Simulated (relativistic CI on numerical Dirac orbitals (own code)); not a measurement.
# What each ingredient does to the levels of Pr XIX

Base calculation: Dirac-Coulomb-Breit CI, separate exchange-only KLI orbitals for each configuration, QED by a radiative potential, unscaled Slater integrals.

Configuration list (outside the closed core [Ar] 3d10): 4s2 4p6 4d5, 4s2 4p5 4d6, 4s2 4p6 4d4 4f, 4s 4p6 4d6, 4s2 4p5 4d5 4f, 4s2 4p6 4d4 5s, 4s 4p6 4d5 4f, 4s2 4p6 4d4 5p, 4s2 4p6 4d3 4f 5s, 4s2 4p6 4d4 5d, 4s2 4p6 4d3 5s 5p, 4s2 4p5 4d5 5s, 4s2 4p6 4d4 5f, 4s2 4p6 4d4 6s, 4s2 4p6 4d4 5g, 4s2 4p6 4d4 6p, 4s2 4p6 4d4 6f, 4p6 4d6 4f, 4p6 4d7, 4p5 4d8, 4p5 4d7 4f, 4s2 4p6 4d3 5s2, 4s2 4p6 4d2 4f 5s2, 4s2 4p5 4d3 4f 5s2, 4s 4p6 4d3 4f 5s2. Double excitations out of closed p, d and f shells are left out; levels of such configurations are missing from the list, as are those of other unlisted configurations, and high levels can miss mixing partners. These lack a partner that the ground configuration has and come out too high: 4s2 4p5 4d5 5s.

The lowest level and the first level of each name with at least 55 % of one term (blank where a level has no safe partner in the second run):

| Level | Base (cm⁻¹) | Shift (cm⁻¹) |
| --- | --- | --- |
| 4s2 4p6 4d5 6S_5/2 | 0 | 0 |
| 4s2 4p6 4d5 4G_7/2 | 58321 | +1722 |
| 4s2 4p6 4d5 4G_11/2 | 60694 | -651 |
| 4s2 4p6 4d5 4G_9/2 | 64927 | -4883 |
| 4s2 4p6 4d5 4D_7/2 | 81365 | -6832 |
| 4s2 4p6 4d5 2I_11/2 | 90360 | -4647 |
| 4s2 4p6 4d5 4D_1/2 | 96725 |  |
| 4s2 4p6 4d5 2I_13/2 | 99408 | -13695 |
| 4s2 4p6 4d5 2G_7/2 | 124335 |  |
| 4s2 4p6 4d5 2D_3/2 | 134135 |  |
| 4s2 4p6 4d5 2S_1/2 | 144338 | -15257 |
| 4s2 4p6 4d5 2H_11/2 | 147995 | -36481 |
| 4s2 4p6 4d5 2P_3/2 | 203393 | -9025 |
| 4s2 4p6 4d5 2P_1/2 | 217805 | -23438 |
| 4s2 4p5 4d6 6F°_11/2 | 850510 | -25126 |
| 4s2 4p5 4d6 4H°_13/2 | 906504 | -39674 |
| 4s2 4p5 4d6 4I°_15/2 | 932194 | -37143 |

At this charge energies of transitions that change n are usually good to better than 1 %, and those within a shell (Δn = 0) to a few per cent. Terms inside the open d or f shell come out 10 to 20 % too wide with unscaled integrals.

(1) One thing was changed in a second run, which moved the levels as shown. Which?
A. QED terms removed
B. P86 correlation estimate
C. non-relativistic limit
D. Breit term removed
E. only the first 3 configurations
F. configuration mixing switched off

## Answers

(1) C. Non-relativistic limit. Without relativity the fine structure collapses and s electrons lose their extra binding.

LS names give the leading component of a level, which can be under half, so a name can repeat, a term be missing and a line seem to break the LS rules.
